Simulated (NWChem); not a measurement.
The numbers come from NWChem runs, not from measurements. System: H5NSiSn, charge 0, spin multiplicity 1, displaced from the optimised geometry. The structure started from a generated list of species. Level: B3LYP/def2-SVP with def2 effective core potentials on Sn, VWN1-RPA local correlation.

Part of the output:

```
             Northwest Computational Chemistry Package (NWChem) 7.3.0
             --------------------------------------------------------

                                NWChem Input Module
                                -------------------

 Scaling coordinates for geometry "geometry" by  1.889725989
 (inverse scale =  0.529177249)

 Turning off AUTOSYM since
 SYMMETRY directive was detected!

                             Geometry "geometry" -> ""
                             -------------------------

 Output coordinates in angstroms (scale by  1.889725989 to convert to a.u.)

  No.       Tag          Charge          X              Y              Z
 ---- ---------------- ---------- -------------- -------------- --------------
    1 Sn                  50.0000     0.66390500    -0.19584700     0.00000000
    2 N                    7.0000    -0.65333100    -1.82595200     0.00000000
    3 H                    1.0000    -0.33307000    -2.82125500     0.00000000
    4 H                    1.0000    -1.69734800    -1.76744800     0.00000000
    5 Si                  14.0000    -1.48348900     1.53228100     0.00000000
    6 H                    1.0000    -1.49275000     2.46248800     1.23137700
    7 H                    1.0000    -2.83714500     0.78582700     0.00000000
    8 H                    1.0000    -1.49275000     2.46248800    -1.23137700

 Effective nuclear repulsion energy (a.u.)     308.0984317724

            Nuclear Dipole moment (a.u.)
            ----------------------------
        X                 Y               Z
 ---------------- ---------------- ----------------
     0.0000453534     0.0000377945     0.0000000000

      Symmetry information
      --------------------

 Group name             Cs
 Group number              2
 Group order               2
 No. of unique centers     7

      Symmetry unique atoms

     1    2    3    4    5    6    7


 Summary of "ao basis" -> "" (spherical)
 ------------------------------------------------------------------------------
       Tag                 Description            Shells   Functions and Types
 ---------------- ------------------------------  ------  ---------------------
 *                          def2-svp                  on all atoms

                                 NWChem DFT Module
                                 -----------------

 Summary of "ao basis" -> "ao basis" (spherical)
 ------------------------------------------------------------------------------
       Tag                 Description            Shells   Functions and Types
 ---------------- ------------------------------  ------  ---------------------
 Sn                         def2-svp                10       26   4s4p2d
 N                          def2-svp                 6       14   3s2p1d
 H                          def2-svp                 3        5   2s1p
 Si                         def2-svp                 8       18   4s3p1d

 Summary of "ao basis" -> "ao basis" (spherical)
 ------------------------------------------------------------------------------
       Tag                 Description            Shells   Functions and Types
 ---------------- ------------------------------  ------  ---------------------
 Sn                         def2-svp                10       26   4s4p2d
 N                          def2-svp                 6       14   3s2p1d
 H                          def2-svp                 3        5   2s1p
 Si                         def2-svp                 8       18   4s3p1d

      Symmetry analysis of basis
      --------------------------

        a'         58
        a"         25

            General Information
            -------------------
          SCF calculation type: DFT
          Wavefunction type:  closed shell.
          No. of atoms     :     8
          No. of electrons :    48
           Alpha electrons :    24
            Beta electrons :    24
          Charge           :     0
          Spin multiplicity:     1
          Use of symmetry is: on ; symmetry adaption is: on
          Maximum number of iterations: 100
          AO basis - number of functions:    83
                     number of shells:    39
          Convergence on energy requested:  1.00D-06
[...]
     4      0.246672  1 Sn s                 14      0.233885  1 Sn px
    61     -0.232756  5 Si px                58     -0.210904  5 Si px
    53     -0.190932  5 Si s                 62      0.190420  5 Si py
    59      0.170991  5 Si py                12     -0.154615  1 Sn py

 Vector   25  Occ=0.000000D+00  E=-8.907804D-02  Symmetry=a"
              MO Center=  4.4D-01, -2.6D-01,  1.8D-15, r^2= 3.9D+00
   Bfn.  Coefficient  Atom+Function         Bfn.  Coefficient  Atom+Function
  ----- ------------  ---------------      ----- ------------  ---------------
    16      0.570454  1 Sn pz                13      0.496617  1 Sn pz
    35     -0.275433  2 N  pz                32      0.260696  2 N  pz
    10     -0.159038  1 Sn pz                 7     -0.148244  1 Sn pz
    70     -0.112222  6 H  s                 80      0.112222  8 H  s
    63      0.083641  5 Si pz                69     -0.067375  6 H  s

 Vector   26  Occ=0.000000D+00  E=-2.057820D-02  Symmetry=a'
              MO Center=  2.5D-01, -2.7D-01,  1.3D-14, r^2= 5.9D+00
   Bfn.  Coefficient  Atom+Function         Bfn.  Coefficient  Atom+Function
  ----- ------------  ---------------      ----- ------------  ---------------
    15      0.841384  1 Sn py                29      0.636746  2 N  s
    54     -0.467511  5 Si s                 62      0.400987  5 Si py
    12      0.334369  1 Sn py                75      0.335479  7 H  s
    47     -0.238919  4 H  s                 53     -0.185398  5 Si s
    28      0.169515  2 N  s                 42     -0.163734  3 H  s

 Vector   27  Occ=0.000000D+00  E= 1.598056D-02  Symmetry=a'
              MO Center=  2.5D-02,  3.4D-01,  3.9D-15, r^2= 6.5D+00
   Bfn.  Coefficient  Atom+Function         Bfn.  Coefficient  Atom+Function
  ----- ------------  ---------------      ----- ------------  ---------------
    14      0.949475  1 Sn px                54      0.853578  5 Si s
    61      0.659935  5 Si px                29      0.553205  2 N  s
     4     -0.481282  1 Sn s                  3     -0.398434  1 Sn s
    53      0.352781  5 Si s                 70     -0.333598  6 H  s
    80     -0.333598  8 H  s                 11      0.297876  1 Sn px

 center of mass
 --------------
 x =   0.22583283 y =  -0.05339888 z =   0.00000000

 moments of inertia (a.u.)
 ------------------
         513.648175985981         240.507152579204           0.000000000000
         240.507152579204         485.074651241146           0.000000000000
           0.000000000000           0.000000000000         976.894278377101

     Multipole analysis of the density
     ---------------------------------

     L   x y z        total         alpha         beta         nuclear
     -   - - -        -----         -----         ----         -------
     0   0 0 0      0.000000    -24.000000    -24.000000     48.000000

     1   1 0 0      0.344644     17.736679     17.736679    -35.128714
     1   0 1 0     -0.712404     -5.537581     -5.537581     10.362758
     1   0 0 1      0.000000      0.000000      0.000000      0.000000

     2   2 0 0    -36.927877   -123.798022   -123.798022    210.668168
     2   1 1 0      2.831132     58.508292     58.508292   -114.185452
     2   1 0 1      0.000000      0.000000      0.000000      0.000000
     2   0 2 0    -34.266092   -161.549564   -161.549564    288.833036
     2   0 1 1     -0.000000     -0.000000     -0.000000      0.000000
     2   0 0 2    -34.529077    -22.679305    -22.679305     10.829533

            General Information
            -------------------
          SCF calculation type: DFT
          Wavefunction type:  closed shell.
          No. of atoms     :     8
          No. of electrons :    48
           Alpha electrons :    24
            Beta electrons :    24
          Charge           :     0
          Spin multiplicity:     1
          Use of symmetry is: on ; symmetry adaption is: on
          Maximum number of iterations: 100
          AO basis - number of functions:    83
                     number of shells:    39
          Convergence on energy requested:  1.00D-06
          Convergence on density requested:  1.00D-05
          Convergence on gradient requested:  5.00D-04

              XC Information
              --------------
                         B3LYP Method XC Potential
                     Hartree-Fock (Exact) Exchange  0.200
                        Slater Exchange Functional  0.800 local
                    Becke 1988 Exchange Functional  0.720 non-local
              Lee-Yang-Parr Correlation Functional  0.810
                  VWN I RPA Correlation Functional  0.190 local

             Grid Information
             ----------------
          Grid used for XC integration:  medium
          Radial quadrature: Mura-Knowles
          Angular quadrature: Lebedev.
          Tag              B.-S. Rad. Rad. Pts. Rad. Cut. Ang. Pts.
          ---              ---------- --------- --------- ---------
          Sn                  1.45      123          10.0       590
          N                   0.65       49          11.0       434
          H                   0.35       45          13.0       434
          Si                  1.10       88          11.0       590
          Grid pruning is: on
          Number of quadrature shells:   440
          Spatial weights used:  Erf1

          Convergence Information
          -----------------------
          Convergence aids based upon iterative change in
          total energy or number of iterations.
          Levelshifting, if invoked, occurs when the
          HOMO/LUMO gap drops below (HL_TOL):  1.00D-02
          DIIS, if invoked, will attempt to extrapolate
          using up to (NFOCK): 10 stored Fock matrices.

                    Damping( 0%)  Levelshifting(0.5)       DIIS
                  --------------- ------------------- ---------------
          dE  on:    start            ASAP                start
          dE off:    2 iters        100 iters           100 iters

      Screening Tolerance Information
      -------------------------------
          Density screening/tol_rho:  1.00D-10
          AO Gaussian exp screening on grid/accAOfunc:  14
          CD Gaussian exp screening on grid/accCDfunc:  20
          XC Gaussian exp screening on grid/accXCfunc:  20
          Schwarz screening/accCoul:  1.00D-08

                            NWChem DFT Gradient Module
                            --------------------------

  charge          =   0.00
  wavefunction    = closed shell

  Using symmetry

                         DFT ENERGY GRADIENTS

    atom               coordinates                        gradient
                 x          y          z           x          y          z
   1 Sn      1.254599  -0.370097   0.000000    0.015030   0.009434   0.000000
   2 N      -1.234617  -3.450549   0.000000    0.003914   0.005974   0.000000
   3 H      -0.629411  -5.331399   0.000000    0.007275  -0.020453   0.000000
   4 H      -3.207523  -3.339992   0.000000   -0.021801   0.001838   0.000000
   5 Si     -2.803388   2.895591   0.000000    0.007135  -0.006095   0.000000
   6 H      -2.820888   4.653428   2.326965   -0.000023   0.007808   0.010298
   7 H      -5.361427   1.484998   0.000000   -0.011508  -0.006314   0.000000
   8 H      -2.820888   4.653428  -2.326965   -0.000023   0.007808  -0.010298

                 ----------------------------------------
                 |  Time  |  1-e(secs)   |  2-e(secs)   |
                 ----------------------------------------
                 |  CPU   |       0.03   |       4.23   |
                 ----------------------------------------
                 |  WALL  |       0.03   |       4.23   |
                 ----------------------------------------

 Task  times  cpu:       13.4s     wall:       13.4s

 Total times  cpu:       13.5s     wall:       13.5s
```

Question: Write an NWChem input that would produce this output.

Answer: This is not unique; one that fits is 
```
start mol
memory heap 200 mb stack 800 mb global 1000 mb
geometry units angstroms nocenter noautoz
  Sn     0.663905    -0.195847     0.000000
  N     -0.653331    -1.825952     0.000000
  H     -0.333070    -2.821255     0.000000
  H     -1.697348    -1.767448     0.000000
  Si    -1.483489     1.532281     0.000000
  H     -1.492750     2.462488     1.231377
  H     -2.837145     0.785827     0.000000
  H     -1.492750     2.462488    -1.231377
  symmetry group Cs
end
basis spherical
  * library def2-svp
end
ecp
  Sn library def2-ecp
end
dft
  xc b3lyp
  semidirect memsize 60000000 filesize 0
  iterations 100
  vectors input hcore
end
task dft gradient
```
